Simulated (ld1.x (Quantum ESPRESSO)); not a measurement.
What the settings do to the TM potential of nitrogen (N)

Base potential:

ld1.x (Quantum ESPRESSO) 7.5 input, shortened:

```
&input
   title='N', zed=7., rel=1, dft='PZ', iswitch=3,
   config='[He] 2s1.75 2p3.25 3d-2'
 /
 &inputp
   pseudotype=2, tm=.true., lloc=1,
   nlcc=.true.
 /
3
2S  1  0   1.75   0.00  0.70  0.70  0.0
3D  3  2  -2.00   0.20  1.20  1.20  0.0
2P  2  1   3.25   0.00  1.40  1.40  0.0
 &test
   configts(1)='2s1.75 2p3.25'
 /
```

All-electron outer shells of the reference configuration (LDA (PZ), scalar-relativistic, ld1.x):

```csv
shell,level (eV),outermost node (bohr),outermost maximum (bohr)
1s,-381.71,–,0.15
2s,-18.54,0.32,1.02
2p,-7.34,–,0.97
```

Cutoffs, loose and tight: the cutoffs (Ry, on a coarse ladder) from which the occupation-weighted sum of valence levels, in a spherical-Bessel basis at the reference potential, stays within 10 and 1 mRy of its value at 400 Ry. They do not see the model core or the augmentation charge, which bear on the density cutoff. Test errors are all-electron minus pseudo excitation energies from the reference, over the configurations 2s2 2p3; 2s2 2p2; 2s2 2p1; 2s2 2p3.3; 2s2 2p2.5; 2s0 2p5; 2s1 2p3 (two spin-polarised tests are not counted in the largest error). A dash means not determined; rows that change the core or the reference have their own tests.

The default core radius of the base comes out at 0.41 bohr.

| change | outcome | cutoff, loose | cutoff, tight | bound ghosts | largest test error (meV) |
| --- | --- | --- | --- | --- | --- |
| base | generated | 120 Ry | 300 Ry | none | +77 |
| core correction none | generated | 120 Ry | 300 Ry | none | +112 |
| core correction a·sin(br)/r model core inside 0.32 bohr | generated | 120 Ry | 300 Ry | none | +77 |
| core correction a·sin(br)/r model core inside 0.36 bohr | generated | 120 Ry | 300 Ry | none | +77 |
| core correction a·sin(br)/r model core inside 0.50 bohr | generated | 120 Ry | 300 Ry | none | +80 |
| core correction a·sin(br)/r model core inside 0.56 bohr | generated | 120 Ry | 300 Ry | none | +84 |
| core correction a·sin(br)/r model core inside 0.64 bohr | generated | 120 Ry | 300 Ry | none | +91 |
| core correction a·sin(br)/r model core inside 0.74 bohr | generated | 120 Ry | 300 Ry | none | +100 |
| core correction a·sin(br)/r model core inside 0.82 bohr | generated | 120 Ry | 300 Ry | none | +105 |
